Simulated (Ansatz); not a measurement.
`FCC1=CS1` and `[SiH3]OC1=CS1` differ in one atom or group.

Ansatz, PBE0-D4/def2-TZVP geometries, multiplicity 1. Each molecule was computed in one conformer, which needn't be the lowest.

```
                                          property  `FCC1=CS1`
size of the dipole moment (ωB97M-V/def2-TZVPP) / D        3.17
    size of the dipole moment (PBE/def2-TZVPP) / D        3.06
                 HOMO energy (PBE/def2-TZVPP) / eV       -4.54
               LUMO energy (B3LYP/def2-TZVPP) / eV       -1.20
               HOMO energy (B3LYP/def2-TZVPP) / eV       -5.49
             HOMO–LUMO gap (B3LYP/def2-TZVPP) / eV        4.29
```

Task: Give the same properties after the change, and the shifts. (An estimate is asked.)

Result: Ansatz gave: 
```
                                          property  `[SiH3]OC1=CS1`  shift
size of the dipole moment (ωB97M-V/def2-TZVPP) / D             1.80  -1.37
    size of the dipole moment (PBE/def2-TZVPP) / D             1.92  -1.14
                 HOMO energy (PBE/def2-TZVPP) / eV            -4.23   0.31
               LUMO energy (B3LYP/def2-TZVPP) / eV            -0.58   0.62
               HOMO energy (B3LYP/def2-TZVPP) / eV            -5.18   0.31
             HOMO–LUMO gap (B3LYP/def2-TZVPP) / eV             4.60   0.31
```

With PBE0 the HOMO rises by 0.31 eV and the LUMO rises by 0.61 eV, so the gap widens by about 0.30 eV. PBE moves the HOMO by 0.31 eV and ωB97M-V by 0.29 eV. Dipoles are sizes alone; their direction can turn.

B3LYP here is the variant with VWN-RPA as its local correlation; programs differ in this.
